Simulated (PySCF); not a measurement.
A GIAO shielding run with PySCF 2.14 (density fitting, non-relativistic, gas phase) on SMILES ClB/C=C1/C[C@@H]1Cl, C$_{4}$H$_{5}$BCl$_{2}$:

```
$ OMP_NUM_THREADS=1 python probes_run.py task.json out

{"job": {"kind": "nmr", "xc": "OPBE", "basis": "pcSseg-1", "pop": false}, "charge": 0, "multiplicity": 1}
Cl     2.026900     1.681480    -0.971837
B      1.858593    -0.037460    -1.274348
C      0.759876    -0.867553    -0.580628
C     -0.192398    -0.332941     0.190529
C     -1.417407    -0.483406     0.976228
C     -0.786888     0.878460     0.741882
Cl    -1.570964     2.029097    -0.332091
H      2.647271    -0.529847    -2.041753
H      0.732538    -1.953634    -0.730292
H     -1.369653    -0.898774     1.989843
H     -2.340097    -0.716385     0.431661
H     -0.294549     1.376103     1.583368
```

Hardware: 1 thread of an Arm Neoverse V2, shared host. The job also computes ring-centre shieldings.

(1) How large is the calculation?

(2) How long does it take, and how much memory does it need?

(3) And these other runs on the same molecule and hardware: GIAO shielding at BLYP/pcSseg-1; GIAO shielding at BP86/pcSseg-1; GIAO shielding at HF/pcSseg-1; GIAO shielding at KT2/pcSseg-1; GIAO shielding at KT3/pcSseg-1; GIAO shielding at PBE0/6-31G?

Answers

(1) 68 electrons, 158 basis functions and 860 auxiliary functions.

(2) 23 s of wall time, with 15 SCF cycles; peak memory 0.79 GiB. Times on a shared host scatter by some tens of per cent.

(3) BLYP/pcSseg-1: 158 functions, 19 s; BP86/pcSseg-1: 158 functions, 21 s; HF/pcSseg-1: 158 functions, 11 s; KT2/pcSseg-1: 158 functions, 21 s; KT3/pcSseg-1: 158 functions, 20 s; PBE0/6-31G: 81 functions, 8.1 s.
